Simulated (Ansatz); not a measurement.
Isolated molecules relaxed with PBE0-D4/def2-TZVP in Ansatz; ΔE leaves out vibrations. CCSD(T)/CBS is the MP2 limit (def2-TZVPP, def2-QZVPP) plus CCSD(T) − MP2 in def2-TZVPP, frozen cores. This one scheme is used for every species. DFT in def2-TZVPP. B3LYP here is the variant with VWN-RPA as its local correlation; programs differ in this. Each species was taken in one conformer, which may not be the lowest.

Consider the ligand exchange at the Si–Cl bond: `CO[SiH](Cl)OC` + H–F → `CO[SiH](F)OC` + HCl.

Question: Is it downhill or uphill in electronic energy at CCSD(T)/CBS, and by how much? (Best estimate.)

Answer: The calculation gave: Downhill: ΔE = -50.2 kJ/mol.

Question: What do these levels give: r2SCAN-D4, PBE0-D4, ωB97X-V, B2PLYP, r2SCAN, PBE0, B3LYP, HF/def2-TZVPP, CCSD/def2-TZVPP, CCSD(T)/def2-TZVPP, MP2/CBS(def2), CCSD/CBS(def2)? (Estimate.)

Answer: Ansatz gave: r2SCAN-D4 -52.4, PBE0-D4 -44.7, ωB97X-V -53.9, B2PLYP -58.0, r2SCAN -53.5, PBE0 -48.5, B3LYP -61.4, HF/def2-TZVPP -68.6, CCSD/def2-TZVPP -58.0, CCSD(T)/def2-TZVPP -55.0, MP2/CBS(def2) -43.4, CCSD/CBS(def2) -53.2 kJ/mol.

Largest T1 diagnostic among the species: 0.011.

The D4 term adds +7.0 kJ/mol with B3LYP and +3.8 kJ/mol with PBE0; it sums over pairs of atoms, weighted by their polarisabilities, and B3LYP, whose exchange is more repulsive, gets the larger term. In def2-TZVPP, CCSD(T) changes the Hartree–Fock value by +13.6 kJ/mol (the triples alone add +3.1 kJ/mol) and MP2 by +20.3 kJ/mol.
